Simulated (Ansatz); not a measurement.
Geometry optimisation, Ansatz 0.2.0, RKS PBE/def2-SVP.

Input file:

```yaml
crystal:
  periodic: [false, false, false]
  atoms:
    - { symbol: Ti, position_ang: [0.0, 0.0, 0.0] }
    - { symbol: O, position_ang: [0.0, 0.0, 1.92] }
    - { symbol: H, position_ang: [-0.9095, -0.2814, 2.2571] }
    - { symbol: O, position_ang: [1.8106, 0.0, -0.6394] }
    - { symbol: Si, position_ang: [2.7169, -1.3762, -0.9666] }
    - { symbol: H, position_ang: [1.8861, -2.3521, -1.6657] }
    - { symbol: H, position_ang: [3.8581, -1.0202, -1.8048] }
    - { symbol: H, position_ang: [3.1955, -1.9538, 0.286] }
    - { symbol: Cl, position_ang: [-1.1163, 1.9339, -0.7892] }
    - { symbol: Cl, position_ang: [-1.1163, -1.9339, -0.7892] }
basis:
  gaussian: { orbitals: def2-SVP }
hamiltonian:
  xc: pbe
relax:
  f_tol: 0.02
  max_steps: 40
output:
  orbitals: {}
```

Run as:

```bash
$ ansatz run input.yaml --threads 4 --pin off --max-ram 5120MiB --backend cpu --events-out ev --progress --plain --runs-dir out
```

Q: Where does it end, and by what steps?

A: The run converged. The force dipped under the threshold on the way, but the program's further checks kept it going. After 17 steps the energy has fallen by 1.020 eV; O4 moved furthest, 0.96 Å.

```
step  energy less start (eV)  largest force component (eV/Å)  accepted
   0                  0.0000                           3.164       yes
   1                 -0.8204                           1.234       yes
   2                 -0.9106                           0.729       yes
   3                 -0.9463                           0.517       yes
   4                 -0.9720                           0.285       yes
   5                 -0.9996                           0.235       yes
   6                 -1.0062                           0.207       yes
   7                 -1.0107                           0.119       yes
   8                 -1.0170                           0.033       yes
   9                 -1.0180                           0.073       yes
  10                 -1.0184                           0.141       yes
  11                 -1.0196                           0.090       yes
  12                 -1.0194                           0.073        no
  13                 -1.0201                           0.014       yes
  14                 -1.0202                           0.032       yes
  15                 -1.0203                           0.035       yes
  16                 -1.0204                           0.024       yes
  17                 -1.0204                           0.008       yes
```

```xyz
10
Properties=species:S:1:pos:R:3
Ti -0.212 -0.210 0.024
O -0.140 -0.052 1.793
H -0.842 0.265 2.392
O 1.345 -0.834 -0.533
Si 2.841 -1.450 -1.022
H 2.614 -2.493 -2.079
H 3.668 -0.326 -1.575
H 3.529 -2.062 0.164
Cl -0.628 1.775 -0.855
Cl -1.851 -1.597 -0.500
```

Whether the end is a true minimum wasn't checked by a vibrational analysis.

Time of the run: 35 s on 4 threads of Arm Neoverse V2, on a shared host, peak memory 0.22 GiB.
